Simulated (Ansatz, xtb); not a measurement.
GeH5NSi: 3 structures ranked

3 gas-phase structures of GeH5NSi, found in a search over its isomers (lower ones may exist). Each was relaxed with GFN2-xTB; where two conformers were screened, the lower at r2SCAN-D4/def2-SVP is listed:

A. a singlet given by its coordinates
B. `[SiH2]=[N][GeH3]`, a singlet
C. `[H]/[Ge-]=[NH+]\[SiH3]`, a singlet

A (Å):

```yaml
atoms:
  - { symbol: Ge, position_ang: [-0.8802, -0.1466, -1.6074] }
  - { symbol: N, position_ang: [1.0791, -0.3301, -0.7065] }
  - { symbol: Si, position_ang: [-0.1829, -0.9769, 0.4742] }
  - { symbol: H, position_ang: [1.7499, -0.9932, -1.0696] }
  - { symbol: H, position_ang: [0.2993, -2.3593, 0.6551] }
  - { symbol: H, position_ang: [0.1877, -0.3244, 1.7399] }
  - { symbol: H, position_ang: [-0.9543, 1.3281, -0.9433] }
  - { symbol: H, position_ang: [1.5770, 0.5000, -0.4208] }
```

Close contacts (Å): Ge1–N2 2.16, Ge1–Si3 2.35, N2–Si3 1.85, Ge1–H7 1.62, N2–H4 1.01, N2–H8 1.01, Si3–H5 1.48, Si3–H6 1.47.

Question: Estimate their order in r2SCAN-D4/def2-SVP energy at these geometries, lowest first.

Answer: Calculated order at r2SCAN-D4/def2-SVP: C (0.0), A (27.9), B (120.8) kJ/mol.

Energies above the lowest of each column, in kJ/mol; the last columns are at PBE0-D3(BJ)/def2-SVP geometries and were run for some of them only (a dash: not run or not comparable):

```json
{"structure": "C", "GFN2-xTB": "0.0", "HF/STO-3G": "0.0", "r2SCAN-D4/def2-SVP": "0.0", "PBE0-D3(BJ)/def2-SVP": "0.0", "CCSD(T)/def2-TZVP": "0.0"}
{"structure": "A", "GFN2-xTB": "106.4", "HF/STO-3G": "73.8", "r2SCAN-D4/def2-SVP": "27.9", "PBE0-D3(BJ)/def2-SVP": "21.5", "CCSD(T)/def2-TZVP": "49.1"}
{"structure": "B", "GFN2-xTB": "113.5", "HF/STO-3G": "146.4", "r2SCAN-D4/def2-SVP": "120.8", "PBE0-D3(BJ)/def2-SVP": "–", "CCSD(T)/def2-TZVP": "–"}
```

Every level run on C puts it lowest or level with the lowest. Some further structures that were screened fall inside this span and aren't listed. Frequencies (PBE0-D3(BJ)/def2-SVP) were run for A, C alone.

Programs: Ansatz 0.2.0, xtb 6.7.1.
